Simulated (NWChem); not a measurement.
p-xylene (C₈H₁₀); SMILES Cc1ccc(C)cc1

Results from NWChem. Pople sets run with spherical d functions. All runs use the structure optimised with PBE-D3(BJ)/def2-SVP. No frequency run checked for a minimum. Level: B3LYP/6-31G* with SMD (1 M gas to 1 M solution), gas-phase geometry.

For solvent 2-propanol:

```
Quantity                                     Value
-------------------------------------------  -----
solvation free energy (kcal/mol)              -5.0
cavity-dispersion-structure term (kcal/mol)   -1.5
```

Q: How do the values read with solvent water instead?

A: 
| Item | Value |
|---|---|
| solvation free energy (kcal/mol) | 0.1 |
| cavity-dispersion-structure term (kcal/mol) | 3.7 |
